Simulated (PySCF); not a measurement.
**Excitation energy of O²⁺ by level of theory**

O²⁺ [He] 2s2 2p2 (3P) → O²⁺ [He] 2s2 2p1 3d1 (high-spin determinant), as a difference of total energies. Calculation: PySCF 2.14, in dyall-av3z; the spin-free X2C one-electron Hamiltonian (Gaussian nucleus). Correlated levels: valence: 1s2 frozen; virtual orbitals above 40 to 60 times the deepest correlated orbital energy dropped. The calculations carry no spin-orbit coupling.

| method | excitation energy (eV) |
| --- | --- |
| UHF | 41.638 |
| LDA | 40.929 |
| PBE | 40.538 |
| PBE0 | 40.931 |
| r2SCAN | 41.371 |
| BHandHLYP | 41.253 |
| B97-3 | 41.008 |
| LC-wPBE | 41.311 |
| wB97X | 41.188 |
| MP2 (valence) | 40.702 |
| SCS-MP2 (valence) | 40.436 |

**Question.** How much does correlation contribute at MP2 (valence)?

**Answer.** 40.702 − (41.638) = -0.936 eV, measured against UHF.

A first-order spin-orbit estimate (lowest level to lowest level, LS coupling) adds 0.006 eV.

The promoted electron is Rydberg-like, and one or two diffuse shells describe it only roughly, which tends to raise the upper state.

The determinant of the upper state mixes LS terms, which raises its energy above the lowest term, most at the Hartree-Fock and MP2 levels.
